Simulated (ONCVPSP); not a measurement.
# Building the ONCV potential for Bi (PBEsol, scalar-relativistic).

The input file (ONCVPSP 4.0.1):

```
# ATOM AND REFERENCE CONFIGURATION
# atsym  z   nc   nv     iexc    psfile
  Bi 83.00   10    5  -116133      upf
#
#   n    l    f
    1    0    2.00
    2    0    2.00
    2    1    6.00
    3    0    2.00
    3    1    6.00
    3    2   10.00
    4    0    2.00
    4    1    6.00
    4    2   10.00
    4    3   14.00
    5    0    2.00
    5    1    6.00
    5    2   10.00
    6    0    2.00
    6    1    3.00
#
# PSEUDOPOTENTIAL AND OPTIMIZATION
# lmax
    2
#
#   l,   rc,      ep,       ncon, nbas, qcut
    0    1.25    0.00    5    9    8.20
    1    1.80    0.00    4    7    9.00
    2    1.35    0.00    5    9    6.90
#
# LOCAL POTENTIAL
# lloc, lpopt,  rc(5),   dvloc0
    4    3    1.25    0.00
#
# VANDERBILT-KLEINMAN-BYLANDER PROJECTORs
# l, nproj, debl
    0    2    1.60
    1    2    1.40
    2    2    0.80
#
# MODEL CORE CHARGE
# icmod, fcfact, rcfact
    3    3.00    1.45
#
# LOG DERIVATIVE ANALYSIS
# epsh1, epsh2, depsh
   -7.00    5.00    0.04
#
# OUTPUT GRID
# rlmax, drl
    6.00    0.01
#
# TEST CONFIGURATIONS
# ncnf
    4
# nvcnf
#   n    l    f
    5
    5    0    2.00
    5    1    6.00
    5    2   10.00
    6    0    2.00
    6    1    2.00
#
    5
    5    0    2.00
    5    1    6.00
    5    2   10.00
    6    0    2.00
    6    1    1.00
#
    5
    5    0    2.00
    5    1    6.00
    5    2   10.00
    6    0    2.00
    6    1    0.00
#
    5
    5    0    2.00
    5    1    5.00
    5    2   10.00
    6    0    2.00
    6    1    3.00
#
```

Command:

```bash
oncvpsp.x < Bi.dat > Bi.out
```

Output (shortened: citation, most of the input echo, consistency checks and plot data are left out):

```
ONCVPSP  (Optimized Norm-Conservinng Vanderbilt PSeudopotential)
scalar-relativistic version 4.0.1

#   n    l    f        energy (Ha)
    1    0    2.00    -3.3316169E+03
    2    0    2.00    -5.9860588E+02
    2    1    6.00    -5.1199663E+02
    3    0    2.00    -1.4448936E+02
    3    1    6.00    -1.1975415E+02
    3    2   10.00    -9.4935187E+01
    4    0    2.00    -3.3150641E+01
    4    1    6.00    -2.5047887E+01
    4    2   10.00    -1.5797426E+01
    4    3   14.00    -5.6091664E+00
    5    0    2.00    -5.7992959E+00
    5    1    6.00    -3.5214776E+00
    5    2   10.00    -9.9446103E-01
    6    0    2.00    -5.3415913E-01
    6    1    3.00    -1.6895582E-01

Reference configufation results
  iterations    22
  all-electron total energy (Ha)   -2.15250694D+04

Begin loop to  construct optimized pseudo wave functions
and semi-local pseudopoentials for all angular momenta

Calculating optimized projector #   1

 for l=   0

    Fraction of norm inside rc  0.931819
    Optimizing pswf for qcut=   8.19 a_B^-1,  ecut=  33.54 Ha
    Residual kinetic energy error=  2.33D-03 Ha

    Energy error per electron        Cutoff
         Ha          eV             Ha
         0.01000     0.27211       28.59
         0.00100     0.02721       59.17
         0.00010     0.00272      140.33
         0.00001     0.00027      158.98

Calculating optimized projector #   2

 for l=   0

    Fraction of norm inside rc  0.074323
    Optimizing pswf for qcut=   8.19 a_B^-1,  ecut=  33.54 Ha
    Residual kinetic energy error=  1.22D-03 Ha

    Energy error per electron        Cutoff
         Ha          eV             Ha
         0.01000     0.27211       26.29
         0.00100     0.02721       34.58
         0.00010     0.00272       89.64
         0.00001     0.00027      159.40

Calculating optimized projector #   1

 for l=   1

    Fraction of norm inside rc  0.986477
    Optimizing pswf for qcut=   9.01 a_B^-1,  ecut=  40.55 Ha
    Residual kinetic energy error=  2.70D-08 Ha

    Energy error per electron        Cutoff
         Ha          eV             Ha
         0.01000     0.27211       16.82
         0.00100     0.02721       21.48
         0.00010     0.00272       25.43
         0.00001     0.00027       29.17

Calculating optimized projector #   2

 for l=   1

    Fraction of norm inside rc  0.106483
    Optimizing pswf for qcut=   9.01 a_B^-1,  ecut=  40.55 Ha
    Residual kinetic energy error=  5.00D-08 Ha

    Energy error per electron        Cutoff
         Ha          eV             Ha
         0.01000     0.27211       12.53
         0.00100     0.02721       16.59
         0.00010     0.00272       19.84
         0.00001     0.00027       24.03

WARNING wellstate: negative energy specified for n= 6 l=  2
WARNING scattering state with energy  0.25000000
WARNING will be used for the first projector

   Wellstate for l =  2  n =  6
     eigenvalue =   0.2500
     asymptotic potential =   0.7500
     half-point radius =  6.0514

Calculating optimized projector #   1

 for l=   2

    Fraction of norm inside rc  0.657698
    Optimizing pswf for qcut=   6.90 a_B^-1,  ecut=  23.78 Ha
    Residual kinetic energy error=  2.23D-03 Ha

    Energy error per electron        Cutoff
         Ha          eV             Ha
         0.01000     0.27211       20.56
         0.00100     0.02721       26.03
         0.00010     0.00272       49.68
         0.00001     0.00027      110.99

Calculating optimized projector #   2

 for l=   2

    Fraction of norm inside rc  0.038270
    Optimizing pswf for qcut=   6.90 a_B^-1,  ecut=  23.78 Ha
    Residual kinetic energy error=  2.94D-04 Ha

    Energy error per electron        Cutoff
         Ha          eV             Ha
         0.01000     0.27211       15.33
         0.00100     0.02721       21.14
         0.00010     0.00272       26.32
         0.00001     0.00027       45.80

Construct Vanderbilt / Kleinmman-Bylander projectors

B matrix Hermiticity error, ll=   0
   1   2    1.4606E-03

  Orthonormal projector coefficients  1.2794E+01 -8.4937E-01

B matrix Hermiticity error, ll=   1
   1   2    5.3852E-04

  Orthonormal projector coefficients  4.2450E+00  9.0302E-01

B matrix Hermiticity error, ll=   2
   1   2    1.3556E-04

  Orthonormal projector coefficients  2.2582E+00  3.8917E-01

Model core correction analysis
  based on d2Exc/dn_idn_j

d2excae - all-electron derivatives

   -3.063315D-02   -2.658834D-02   -1.663657D-02   -2.483050D-03
   -1.269037D-03
   -2.658840D-02   -2.592127D-02   -1.933439D-02   -3.351535D-03
   -1.341228D-03
   -1.663666D-02   -1.933443D-02   -1.985159D-02   -8.700895D-03
   -3.499924D-03
   -2.483052D-03   -3.351467D-03   -8.700507D-03   -2.218963D-02
   -1.655471D-02
   -1.269055D-03   -1.341228D-03   -3.499782D-03   -1.655396D-02
   -2.098872D-02

d2excps - pseudofunction derivatives with no core correction

   -4.390416D-02   -3.735291D-02   -2.120810D-02   -4.033584D-03
   -1.970503D-03
   -3.735336D-02   -3.326709D-02   -2.185843D-02   -4.791129D-03
   -1.934756D-03
   -2.120847D-02   -2.185855D-02   -2.168186D-02   -9.128097D-03
   -3.664215D-03
   -4.033672D-03   -4.791128D-03   -9.127707D-03   -2.237678D-02
   -1.665234D-02
   -1.970581D-03   -1.934787D-03   -3.664072D-03   -1.665160D-02
   -2.102966D-02

rms 2nd derivative error    4.608038E-03

rmatch, rhocmatch    0.6972   33.0226

Teter function model core charge with specified parameters

d2excps - pseudofunction derivatives with core correction

   -3.098970D-02   -2.711224D-02   -1.731562D-02   -2.718153D-03
   -1.295304D-03
   -2.711232D-02   -2.508675D-02   -1.869891D-02   -3.774360D-03
   -1.402552D-03
   -1.731568D-02   -1.869888D-02   -2.017195D-02   -8.845956D-03
   -3.489790D-03
   -2.718153D-03   -3.774298D-03   -8.845569D-03   -2.222778D-02
   -1.657767D-02
   -1.295317D-03   -1.402549D-03   -3.489647D-03   -1.657693D-02
   -2.099213D-02

rms 2nd derivative error    3.861034E-04

Pseudoatom total energy -217.359875

Diagnostic tests using Vanderbilt-Kleinman-Bylander pseudopotentials
  1 or more projectors used as specified by nproj input data

   l    rcore       rmatch      e in        delta e   norm test  slope test

   0   1.2530213   1.2910657  -5.7992959  -0.0000187   1.0004467   1.0004340
   0   1.2530213   1.2910657  -0.5341591   0.0000205   1.0000793   1.0000775

   1   1.8048257   1.8596241  -3.5214776   0.0000072   1.0002730   1.0002539
   1   1.8048257   1.8596241  -0.1689558   0.0000047   1.0000434   1.0000283

   2   1.3543540   1.3954751  -0.9944610   0.0000051   1.0001852   1.0002269
   2   1.3543540   1.3954751   0.2500000   0.0000389   1.0003895   1.0003895

 Testing for bound ghosts
   n   l    E NL Schr. Eq   E Basis Diag.   E Cutoff

   1   0       -5.799315       -5.799313    223.45
   2   0       -0.534139       -0.468504    223.45

   2   1       -3.521470       -3.521470     69.36
   3   1       -0.168951       -0.139772     69.36

   3   2       -0.994456       -0.993504    241.69

 Testing for highly-localized positive-energy ghosts
       l    <radius>/rc     E Basis Diag.   E Cutoff

       0        0.958270       15.136378    223.45  WARNING - GHOST(+)

Test configuration 0

   n   l     f        eae           eps        diff
   1   0  2.0000-3331.61690414
   2   0  2.0000 -598.60587551
   2   1  6.0000 -511.99662820
   3   0  2.0000 -144.48936156
   3   1  6.0000 -119.75414795
   3   2 10.0000  -94.93518686
   4   0  2.0000  -33.15064061
   4   1  6.0000  -25.04788660
   4   2 10.0000  -15.79742562
   4   3 14.0000   -5.60916644
   5   0  2.0000   -5.79929586   -5.79931456   -1.87D-05
   5   1  6.0000   -3.52147764   -3.52147044    7.20D-06
   5   2 10.0000   -0.99446103   -0.99445590    5.14D-06
   6   0  2.0000   -0.53415913   -0.53413865    2.05D-05
   6   1  3.0000   -0.16895582   -0.16895112    4.69D-06

    Total energies and differences
      AE_ref= -2.15250694D+04  AE_tst= -2.15250694D+04  dif=  0.00D+00
      PS_ref= -2.17359875D+02  PS_tst= -2.17359875D+02  dif=  6.82D-13
      PSP excitation error= -6.82D-13

Test configuration 1

   n   l     f        eae           eps        diff
   1   0  2.0000-3331.91895072
   2   0  2.0000 -598.90697890
   2   1  6.0000 -512.29781072
   3   0  2.0000 -144.79019476
   3   1  6.0000 -120.05498908
   3   2 10.0000  -95.23599539
   4   0  2.0000  -33.45131322
   4   1  6.0000  -25.34854047
   4   2 10.0000  -16.09804237
   4   3 14.0000   -5.90974005
   5   0  2.0000   -6.09938005   -6.09971436   -3.34D-04
   5   1  6.0000   -3.82151493   -3.82176232   -2.47D-04
   5   2 10.0000   -1.29322363   -1.29320656    1.71D-05
   6   0  2.0000   -0.81563214   -0.81562575    6.39D-06
   6   1  2.0000   -0.42198833   -0.42199440   -6.07D-06

    Total energies and differences
      AE_ref= -2.15250694D+04  AE_tst= -2.15247773D+04  dif=  2.92D-01
      PS_ref= -2.17359875D+02  PS_tst= -2.17067610D+02  dif=  2.92D-01
      PSP excitation error= -1.32D-04

Test configuration 2

   n   l     f        eae           eps        diff
   1   0  2.0000-3332.27027409
   2   0  2.0000 -599.25642214
   2   1  6.0000 -512.64740285
   3   0  2.0000 -145.13905585
   3   1  6.0000 -120.40386336
   3   2 10.0000  -95.58481581
   4   0  2.0000  -33.79978639
   4   1  6.0000  -25.69696432
   4   2 10.0000  -16.44638198
   4   3 14.0000   -6.25797960
   5   0  2.0000   -6.44639919   -6.44736167   -9.62D-04
   5   1  6.0000   -4.16826045   -4.16902832   -7.68D-04
   5   2 10.0000   -1.63715157   -1.63712718    2.44D-05
   6   0  2.0000   -1.13214685   -1.13219442   -4.76D-05
   6   1  1.0000   -0.70677076   -0.70682432   -5.36D-05

    Total energies and differences
      AE_ref= -2.15250694D+04  AE_tst= -2.15242153D+04  dif=  8.54D-01
      PS_ref= -2.17359875D+02  PS_tst= -2.16505383D+02  dif=  8.54D-01
      PSP excitation error= -4.28D-04

Test configuration 3

   n   l     f        eae           eps        diff
   1   0  2.0000-3332.66089670
   2   0  2.0000 -599.64410967
   2   1  6.0000 -513.03531607
   3   0  2.0000 -145.52579822
   3   1  6.0000 -120.79062428
   3   2 10.0000  -95.97150161
   4   0  2.0000  -34.18586767
   4   1  6.0000  -26.08295911
   4   2 10.0000  -16.83223746
   4   3 14.0000   -6.64366871
   5   0  2.0000   -6.82999715   -6.83195516   -1.96D-03
   5   1  6.0000   -4.55126497   -4.55287038   -1.61D-03
   5   2 10.0000   -2.01545298   -2.01544720    5.78D-06
   6   0  2.0000   -1.47316274   -1.47333214   -1.69D-04

    Total energies and differences
      AE_ref= -2.15250694D+04  AE_tst= -2.15233570D+04  dif=  1.71D+00
      PS_ref= -2.17359875D+02  PS_tst= -2.15646479D+02  dif=  1.71D+00
      PSP excitation error= -9.57D-04

Test configuration 4

   n   l     f        eae           eps        diff
   1   0  2.0000-3332.30013710
   2   0  2.0000 -599.26253821
   2   1  6.0000 -512.65524341
   3   0  2.0000 -145.13570084
   3   1  6.0000 -120.40063536
   3   2 10.0000  -95.58128851
   4   0  2.0000  -33.79041670
   4   1  6.0000  -25.68672663
   4   2 10.0000  -16.43468019
   4   3 14.0000   -6.24331430
   5   0  2.0000   -6.38515174   -6.39743339   -1.23D-02
   5   1  5.0000   -4.08350106   -4.09670777   -1.32D-02
   5   2 10.0000   -1.50228065   -1.50307423   -7.94D-04
   6   0  2.0000   -0.90495110   -0.90516133   -2.10D-04
   6   1  3.0000   -0.47490517   -0.47528757   -3.82D-04

    Total energies and differences
      AE_ref= -2.15250694D+04  AE_tst= -2.15212773D+04  dif=  3.79D+00
      PS_ref= -2.17359875D+02  PS_tst= -2.13556993D+02  dif=  3.80D+00
      PSP excitation error= -1.08D-02
```

The run took about 7.7 s on one core of a shared server CPU.
